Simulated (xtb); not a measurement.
Be(H)(OSiH3) (BeH4OSi), SMILES [SiH3][O][BeH]. All values are semi-empirical tight-binding results from xtb (GFN2-xTB unless named), good for trends rather than for accurate numbers. Geometry: GFN2-xTB.

Optimised geometry:

Bonds (Å): Be1–H2 1.263, Be1–O3 1.405, O3–Si4 1.612, Si4–H5 1.465, Si4–H6 1.465, Si4–H7 1.465. Angles (°): H2–Be1–O3 173.6, Be1–O3–Si4 176.2, O3–Si4–H5 106.5, O3–Si4–H6 107.5, O3–Si4–H7 106.6, H5–Si4–H6 111.9, H5–Si4–H7 112.0, H6–Si4–H7 112.0.
Charge 0, spin multiplicity 1.

For metal compounds this method's bond lengths and energies can be far off.

```
Quantity                                       Value
-------------------------------------  -------------
orbital gap                                  6.24 eV
zero-point energy                      22.3 kcal/mol
G − E(el) at 298.15 K (modified RRHO)   5.7 kcal/mol
```

Task: Give the atomic charges and the Wiberg bond orders between heavy atoms. (The exact figures need the calculation; the answer reports its results.)

Result: charges (e) Be1 0.56, H2 -0.21, O3 -0.53, Si4 0.51, H5 -0.11, H6 -0.11, H7 -0.11. Bond orders Be1–O3 1.08, O3–Si4 1.15.
